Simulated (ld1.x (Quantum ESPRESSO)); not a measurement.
Tm (Z = 69) PAW: all-electron and pseudo phase curves

ld1.x (Quantum ESPRESSO) 7.5 input, shortened:

```
&input
   title='Tm', zed=69., rel=1, dft='PBE', iswitch=3,
   config='[Xe] 4f13 5d1 6s1 6p0'
 /
 &inputp
   pseudotype=3, lpaw=.true., tm=.true., lloc=-2, rcloc=2.15,
   nlcc=.true., new_core_ps=.true.,
   which_augfun='GAUSS', rmatch_augfun=1.80
 /
6
5S  1  0   2.00   0.00  2.05  2.55  0.0
6S  2  0   1.00   0.00  2.05  2.55  0.0
5P  2  1   6.00   0.00  1.95  2.25  0.0
6P  3  1   0.00   0.00  1.95  2.25  0.0
5D  3  2   1.00   0.00  3.10  3.75  0.0
5D  3  2   0.00   0.95  3.10  3.75  0.0
 &test
   configts(1)='5s2 5p6 5d1 6s1 6p0'
 /
```

The phase is arctan(r·u′/u) with u = r·R(r), unwrapped; energies in Ry, scanned from -6 to 5 Ry. A pole is an energy at which the radial function vanishes at the test radius. The pseudo phase is shifted by a multiple of π to meet the all-electron one at the reference energy, and phase errors are pseudo minus all-electron; the curves can meet again beyond the range given. Levels narrower than the energy grid can be missing from the lists of poles. n/a: not evaluated, since a narrow level or a reset projector energy made the automatic matching unsafe.

Question: For each channel, where are the poles, and over which energies does the pseudopotential scatter like the atom?

Answer:

```
channel  radius (bohr)  reference energy (Ry)  poles, all-electron  poles, pseudo  unbroken range about the reference energy with phases within 0.05 rad  phase error 1 Ry above the reference energy (rad)
      s           4.04                  -0.28           0.37, 3.88     0.37, 3.79                                                              below 1.8                                             -0.001
      p           4.04                  -0.09           1.11, 4.88     1.11, 4.69                                                                    n/a                                                n/a
      d           4.04                  -0.06           0.21, 2.57     0.21, 2.38                                                              below 2.7                                             +0.000
```

Phases in the s channel:

```csv
E (Ry),all-electron,pseudo
-6.00,1.466,1.466
-5.48,1.460,1.460
-4.96,1.454,1.454
-4.44,1.447,1.447
-3.92,1.433,1.433
-3.40,1.427,1.427
-2.88,1.411,1.411
-2.36,1.390,1.390
-1.84,1.357,1.357
-1.32,1.296,1.296
-0.80,1.119,1.119
-0.28,-0.614,-0.614
0.24,-1.518,-1.518
0.76,-1.681,-1.681
1.28,-1.853,-1.856
1.80,-2.658,-2.711
2.32,-4.345,-4.363
2.84,-4.579,-4.587
3.36,-4.662,-4.669
3.88,-4.713,-4.720
4.40,-4.755,-4.766
4.92,-4.803,-4.826
```
